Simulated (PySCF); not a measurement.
**`C=C[C@H]1[C@@H](C)[Se][C@@H]1F`, C$_{6}$H$_{9}$FSe**

Cartesian coordinates in Å; atom numbers follow the order of the lines, from 1:
```xyz
17

C    -1.9307   -1.0396   -1.1420
C    -0.8469   -0.3054   -0.9693
C    -0.5174    0.4030    0.3029
C     0.6781   -0.1551    1.1107
C     1.7451   -0.8680    0.3096
Se    1.2474    1.6890    1.6813
C    -0.0167    1.8372    0.1449
F    -0.9727    2.7867    0.2819
H    -2.1349   -1.5415   -2.0719
H    -2.6601   -1.1690   -0.3595
H    -0.1309   -0.1882   -1.7719
H    -1.3998    0.4270    0.9492
H     0.3741   -0.7576    1.9686
H     2.1216   -0.2385   -0.4938
H     2.5789   -1.1331    0.9565
H     1.3344   -1.7798   -0.1224
H     0.5234    2.0452   -0.7846
```

Computed with TDDFT B3LYP/def2-SVPD circular dichroism and optical rotation, one conformer, gas phase in PySCF. Geometry: GFN2-xTB.

The molecule is flexible and this is one conformer; a measurement averages over conformers. The calculation is non-relativistic, which matters for the atoms heavier than Zn. States above about 6.2 eV (minus the energy of the highest occupied orbital) lie near or above the ionisation threshold and depend on the basis. Singlets 5 and 6 lie within 0.01 eV of each other, so their separate moments and overlaps can depend on how they mix.

Stereocentres: C3 S, C4 R, C7 S.

Task: Give the optical rotatory dispersion at 633, 589.3, 546, 436, 405, 365 nm.

Result: [α] in deg dm⁻¹ (g/mL)⁻¹:
```csv
λ (nm),origin-invariant length gauge,modified velocity gauge,length gauge (centre of mass),isotropic polarisability (au)
633,+285.4,+277.3,+284.4,104.4
589.3,+340.2,+331.4,+339.1,104.9
546,+413.6,+404.2,+412.3,105.6
436,+799.8,+797.6,+797.8,108.6
405,+1052.6,+1064.5,+1050.3,110.0
365,+1844.1,+1942.1,+1841.4,112.6
```

The shortest wavelength is close to the first absorption, where this undamped response comes out too large.

Task: And for the mirror image at 589.3 nm?

Result: -340.2 deg dm⁻¹ (g/mL)⁻¹ (origin-invariant length gauge): the same size and the opposite sign.

Task: What is the molar rotation [Φ] = [α]·M/100 of the geometry above at 589.3 nm?

Result: With M = 179.11 g/mol, +609.3 deg cm² dmol⁻¹ (origin-invariant length gauge).

The first excitation lies at 3.73 eV (332 nm) with R = +4.9 × 10⁻⁴⁰ esu² cm² (velocity form).
